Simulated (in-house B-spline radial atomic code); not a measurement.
RPA and G0W0 on CAM-B3LYP: Ne³⁺

Configuration [He] 2s2 2p3, highest spin, mean-field start CAM-B3LYP. Computed with an all-electron radial atomic-structure program (B-spline basis): all electrons, non-relativistic, point nucleus, each spin shell either full or empty, empty states to l = 9 with an (l + 1/2)⁻⁴ tail; G0W0 by contour deformation at full frequency.

Command:
```bash
python run_gw.py task.json out
```
Settings (radii: box in bohr, nucleus in fm):
```
Z                        10
electrons                7
configuration            [He] 2s2 2p3
hamiltonian              nr
method                   camb3lyp
lmax                     9
spin_polarised           True
box_radius               14.14
intervals                46
```

Cost of the run: 0.8 s on 1 thread of Intel(R) Xeon(R) 6975P-C, on a shared host.

Energies (hartree):

```json
{"term": "mean-field total", "value": "-124.29213"}
{"term": "Hartree-Fock functional on these orbitals", "value": "-124.10559"}
{"term": "direct second order", "value": "-0.38628"}
{"term": "second-order exchange", "value": "0.17971"}
{"term": "SOSEX correction", "value": "0.16298"}
```

Q: What is the RPA correlation energy, and what remains with SOSEX?

A: RPA gives -0.34509 hartree (-1.34 eV per electron); RPA + SOSEX gives -0.18211, and the second-order doubles -0.20657 hartree (no singles). SOSEX takes back 47 % of the RPA value.

Quasi-particle levels (eV):

```tsv
level	occupied	mean field	Σx - vxc	Σc	QP weight	G0W0
2p up	yes	-88.91	-9.61	?	?	?
2s down	yes	-102.30	-4.67	-2.10	0.962	-109.07
2p down	no	-70.54	11.03	-3.99	0.965	-63.50
```

G0W0 = mean field + (Σx - vxc) + Σc, with Σc (partial-wave tail included) taken at the quasi-particle energy. Levels of low weight are left out.

Q: Where does G0W0 put 2p up?

A: At -97.20 eV, with Σc = 1.32 eV and a quasi-particle weight of 0.958. The tabulated removal energy is 97.190 ± 0.0025 eV (NIST, semi-empirical).
